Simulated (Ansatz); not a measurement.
Steps of a relaxation of C$_{2}$H$_{4}$BGa with RKS PBE0-D4/def2-TZVP.

```sh
$ ansatz run in.yaml --threads 2 --pin off --events-out ev --progress --plain --max-ram 4352MiB
```

```yaml
crystal:
  periodic: [false, false, false]
  atoms:
    - {symbol: C, position_ang: [-0.675663, 0.893960, -0.938945]}
    - {symbol: C, position_ang: [0.178654, 0.106727, -0.275004]}
    - {symbol: B, position_ang: [1.049605, -0.774808, 0.460026]}
    - {symbol: Ga, position_ang: [-1.136056, -0.408559, 1.498140]}
    - {symbol: H, position_ang: [-0.915798, 0.735677, -2.008883]}
    - {symbol: H, position_ang: [-1.182592, 1.764632, -0.471245]}
    - {symbol: H, position_ang: [2.242417, -0.621684, 0.637539]}
    - {symbol: H, position_ang: [0.531533, -1.753144, 1.042471]}
basis:
  gaussian: {orbitals: def2-TZVP}
hamiltonian: {xc: pbe0, dispersion: d4}
relax: {f_tol: 0.005, max_steps: 150}
```

Positions (Å) and forces (eV/Å) along the path, 13 of 13 steps:

```xyz
8
step=1 energy=-55182.4346 eV
C    -0.676    0.894   -0.939    0.266   -0.295    0.225
C     0.179    0.107   -0.275   -0.428    0.262   -0.135
B     1.050   -0.775    0.460    0.001    0.111   -0.045
Ga   -1.136   -0.409    1.498    0.095    0.067   -0.134
H    -0.916    0.736   -2.009    0.167    0.073    0.590
H    -1.183    1.765   -0.471    0.277   -0.485   -0.217
H     2.242   -0.622    0.638   -0.483   -0.032   -0.086
H     0.532   -1.753    1.042    0.105    0.299   -0.200
8
step=2 energy=-55182.4703 eV
C    -0.677    0.874   -0.926    0.111    0.023   -0.057
C     0.174    0.101   -0.273   -0.088    0.041    0.046
B     1.044   -0.772    0.453   -0.018   -0.033    0.006
Ga   -1.127   -0.373    1.495    0.059    0.028   -0.063
H    -0.873    0.748   -1.997   -0.035   -0.025    0.221
H    -1.195    1.719   -0.456    0.069   -0.123   -0.070
H     2.222   -0.618    0.621   -0.148    0.021    0.016
H     0.524   -1.737    1.027    0.050    0.067   -0.100
8
step=3 energy=-55182.4608 eV rejected
C    -0.636    0.896   -0.926   -0.584   -0.219   -0.199
C     0.194    0.113   -0.275    0.239   -0.079    0.096
B     1.043   -0.773    0.446    0.004   -0.037    0.080
Ga   -1.117   -0.347    1.471    0.031    0.022   -0.012
H    -0.913    0.704   -1.966    0.168    0.170    0.053
H    -1.195    1.698   -0.442    0.055    0.179   -0.016
H     2.204   -0.609    0.652    0.097   -0.007    0.005
H     0.512   -1.740    0.986   -0.011   -0.028   -0.006
8
step=4 energy=-55182.4765 eV
C    -0.669    0.875   -0.921   -0.072    0.021   -0.125
C     0.178    0.103   -0.271    0.100   -0.028    0.045
B     1.043   -0.772    0.449   -0.035   -0.047    0.041
Ga   -1.121   -0.361    1.479    0.013    0.011    0.001
H    -0.891    0.727   -1.980   -0.001    0.022    0.061
H    -1.181    1.719   -0.453   -0.019    0.007    0.000
H     2.211   -0.607    0.638    0.003    0.010    0.000
H     0.521   -1.740    1.003    0.012    0.004   -0.022
8
step=5 energy=-55182.4767 eV
C    -0.668    0.875   -0.922   -0.063   -0.009   -0.083
C     0.180    0.103   -0.271    0.078   -0.008    0.024
B     1.043   -0.772    0.450   -0.028   -0.038    0.030
Ga   -1.119   -0.359    1.479    0.008    0.011    0.003
H    -0.891    0.727   -1.979    0.003    0.022    0.043
H    -1.183    1.717   -0.453   -0.011    0.013    0.000
H     2.210   -0.608    0.639    0.005    0.010    0.002
H     0.521   -1.741    1.002    0.007   -0.001   -0.019
8
step=6 energy=-55182.4776 eV
C    -0.670    0.872   -0.922    0.008   -0.009    0.013
C     0.186    0.106   -0.273    0.003   -0.009   -0.023
B     1.043   -0.775    0.451    0.015   -0.003   -0.006
Ga   -1.110   -0.340    1.481   -0.018    0.008    0.019
H    -0.890    0.729   -1.980    0.000    0.001   -0.001
H    -1.194    1.708   -0.451   -0.003    0.001    0.003
H     2.208   -0.609    0.650    0.004    0.007    0.007
H     0.519   -1.749    0.987   -0.008    0.004   -0.011
8
step=7 energy=-55182.4779 eV
C    -0.671    0.869   -0.921    0.002   -0.020   -0.014
C     0.190    0.103   -0.277    0.011    0.042   -0.025
B     1.047   -0.775    0.450   -0.010   -0.013   -0.002
Ga   -1.105   -0.327    1.485   -0.011    0.006    0.013
H    -0.891    0.729   -1.979    0.000    0.008    0.003
H    -1.198    1.700   -0.447   -0.002   -0.003    0.010
H     2.209   -0.606    0.661   -0.004   -0.001    0.003
H     0.511   -1.750    0.972    0.014   -0.018    0.013
8
step=8 energy=-55182.4781 eV
C    -0.671    0.867   -0.922    0.013   -0.012    0.013
C     0.194    0.105   -0.280   -0.023    0.019   -0.018
B     1.047   -0.776    0.449    0.010    0.000   -0.008
Ga   -1.100   -0.315    1.489   -0.006    0.006    0.002
H    -0.889    0.732   -1.981   -0.001    0.002   -0.008
H    -1.206    1.692   -0.444    0.005   -0.003    0.005
H     2.208   -0.607    0.669   -0.006   -0.001    0.006
H     0.510   -1.755    0.963    0.008   -0.010    0.008
8
step=9 energy=-55182.4782 eV
C    -0.671    0.865   -0.922    0.010   -0.003    0.005
C     0.195    0.104   -0.282   -0.016    0.003   -0.007
B     1.047   -0.777    0.448    0.007   -0.002    0.000
Ga   -1.099   -0.308    1.490   -0.002    0.003    0.000
H    -0.889    0.734   -1.981   -0.002    0.001   -0.005
H    -1.208    1.689   -0.441    0.002   -0.001    0.003
H     2.207   -0.606    0.673   -0.003    0.001    0.001
H     0.511   -1.758    0.960    0.004   -0.003    0.002
8
step=10 energy=-55182.4783 eV
C    -0.672    0.864   -0.923    0.003    0.003   -0.005
C     0.194    0.102   -0.283   -0.004   -0.003    0.000
B     1.047   -0.778    0.447    0.000   -0.008    0.005
Ga   -1.099   -0.303    1.491    0.001    0.000   -0.001
H    -0.888    0.736   -1.983   -0.002    0.001    0.004
H    -1.209    1.686   -0.439    0.000    0.000   -0.001
H     2.206   -0.604    0.675    0.001    0.004    0.000
H     0.512   -1.760    0.959    0.001    0.002   -0.002
8
step=11 energy=-55182.4783 eV
C    -0.672    0.864   -0.923    0.003    0.003   -0.005
C     0.194    0.102   -0.283   -0.003   -0.004    0.000
B     1.047   -0.778    0.447   -0.001   -0.009    0.004
Ga   -1.099   -0.303    1.491    0.001    0.000    0.000
H    -0.889    0.736   -1.982   -0.001    0.002    0.003
H    -1.208    1.686   -0.440   -0.001   -0.001    0.000
H     2.206   -0.604    0.675    0.001    0.004   -0.001
H     0.513   -1.760    0.959    0.001    0.003   -0.001
8
step=12 energy=-55182.4782 eV rejected
C    -0.670    0.865   -0.923   -0.018   -0.013   -0.003
C     0.194    0.101   -0.284    0.005    0.000    0.000
B     1.046   -0.780    0.447   -0.001   -0.005    0.006
Ga   -1.099   -0.300    1.491    0.002   -0.001    0.000
H    -0.889    0.737   -1.983    0.007    0.007    0.002
H    -1.209    1.685   -0.438    0.003    0.007   -0.002
H     2.205   -0.603    0.676    0.002    0.002   -0.002
H     0.513   -1.762    0.958   -0.001    0.003   -0.002
8
step=13 energy=-55182.4783 eV
C    -0.671    0.864   -0.923    0.002    0.002   -0.003
C     0.194    0.101   -0.283    0.000   -0.003   -0.001
B     1.046   -0.779    0.447   -0.002   -0.004    0.001
Ga   -1.098   -0.302    1.492   -0.001    0.000    0.001
H    -0.888    0.737   -1.983    0.000    0.001    0.003
H    -1.208    1.686   -0.439   -0.001    0.000    0.000
H     2.205   -0.603    0.675    0.001    0.002    0.000
H     0.513   -1.761    0.959    0.001    0.002   -0.001
```

It took 55 s on 2 threads of an Arm Neoverse V2 on a shared host, with 0.37 GiB of host memory at the peak.
